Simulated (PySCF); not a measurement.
Job for PySCF: R-BP86/6-31G* on BH3Se (SMILES B[SeH]), a point of a torsion scan.

```python
from pyscf import gto, scf, dft, mp
from pyscf.data.elements import chemcore

mol = gto.M(
    atom='''
    B    -0.65693893   -0.07670347    0.04338869
    Se    1.11600743   -0.56078720    0.37106432
    H    -1.44925472   -0.87387733   -0.26850139
    H    -0.93438100    1.05143989    0.16390117
    H     1.04672164   -1.98369993    0.12290211
    ''',
    basis='6-31g*',
    cart=True,
    charge=0, spin=0, verbose=3, max_memory=1800)
mf = dft.RKS(mol, xc='b88,p86')
mf.conv_tol = 1e-8
mf.max_cycle = 100
mf.kernel()
if not mf.converged:
    mf = mf.newton().run(mf.mo_coeff, mf.mo_occ)
```

The log:

```
converged SCF energy = -2428.18430016986
```

The calculation finished and met its thresholds.

Cost: around 17 core-seconds (rough).
